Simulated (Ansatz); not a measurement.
Consider the atomization: `[SH2+][Ga-]([Cl])([Cl])[Cl]` → 3 Cl• + Ga• + 2 H• + S•.

Isolated molecules relaxed with PBE0-D4/def2-TZVP in Ansatz; ΔE leaves out vibrations. CCSD(T)/CBS adds triple-zeta CCSD(T) − MP2 to the extrapolated MP2 energy (def2 sets, frozen cores). This one scheme is used for every species, atoms too. Functionals use def2-TZVPP. Open shells (•) are unrestricted, without spin–orbit coupling. Spin–orbit coupling would lower the free atoms: a little for Cl, S; clearly for Ga. Bonds to Ga are less sure, by a few kJ/mol each and by 10 to 20 or more in all where they break to atoms, as the def2 sets lack core-valence functions. Scalar relativity is left out up to krypton. Each species was taken in one conformer, which may not be the lowest.

CCSD(T)/CBS gives +20.13 eV.

**Question.** Another level gave +18.71 eV. Which?
A. BHLYP/def2-TZVPP
B. BLYP/def2-TZVPP
C. HF/def2-TZVPP
D. LDA (SPW92)/def2-TZVPP

**Answer.** B. BLYP 18.71, LDA (SPW92) 22.99, HF/def2-TZVPP 14.65, BHLYP 18.82 eV.

Largest T1 diagnostic among the species: 0.013.

The D4 term adds +0.49 eV with B3LYP and +0.26 eV with PBE0; it sums over pairs of atoms, weighted by their polarisabilities, and B3LYP, whose exchange is more repulsive, gets the larger term. In def2-TZVPP, CCSD(T) changes the Hartree–Fock value by +4.95 eV (the triples alone add +0.43 eV) and MP2 by +5.58 eV; breaking electron pairs costs correlation energy, which Hartree–Fock lacks. From r2SCAN to r2SCAN0 (25 % exact exchange), in def2-TZVPP and without D4, ΔE moves by −0.33 eV: exact exchange takes away binding that semilocal exchange gives to molecules.

B3LYP here is the variant with VWN-RPA as its local correlation; programs differ in this.

For atomizations the MP2-based limit and the directly extrapolated one differ by several kJ/mol either way, and by 10 to 25 for some Ge, Se and Sn compounds, so smaller differences from it don't rank the levels.
